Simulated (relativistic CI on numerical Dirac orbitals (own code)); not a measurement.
**Nb XVIII: what numerical and physical settings do to a radial Dirac CI calculation**

Reference input:

```
atom Nb  Z=41  charge=17  electrons=24
nucleus A=93  rms_radius_fm=4.3240
hamiltonian dirac-coulomb  breit=on  qed=on  c_scale=1
orbitals kli  potential=per-configuration
slater_scale 1
correlation none
mixing on
grid step=0.0125 r_max=5.9
scf mixing=0.4 start=green max_iterations=150 tolerance=2e-08 node_fill=0.05
configurations
  [Ar] 3d6
end
```

Computed lowest total energy -3676.30304 Ha, first excitation 13422.6 cm⁻¹, 10 SCF steps. Runs with settings changed; * marks those that are bad on purpose (the QED terms keep the true α when c is scaled):

```
                                                               Changed        Outcome  Lowest level  ΔE (Ha)  First excitation (cm⁻¹)  SCF steps               Message
node fill of the KLI weights 0.2, speed of light × 0.8, grid step 0.02      converged      3d6 5D_4    -37.5                  23100.1         10                      
                                      node fill of the KLI weights 0.2      converged      3d6 5D_4  6.9e-05                  13479.4         10                      
                                                         QED terms off      converged      3d6 5D_4    -1.49                  13373.9         10                      
               QED terms off, grid step 0.02, start potential previous      converged      3d6 5D_4    -1.49                  13373.9         10                      
                                        end of the grid at 0.89 bohr *  not converged                                                         10  orbital 2s not found
                                      node fill of the KLI weights 5 *      converged      3d6 5D_4      0.2                  13882.4         11
```
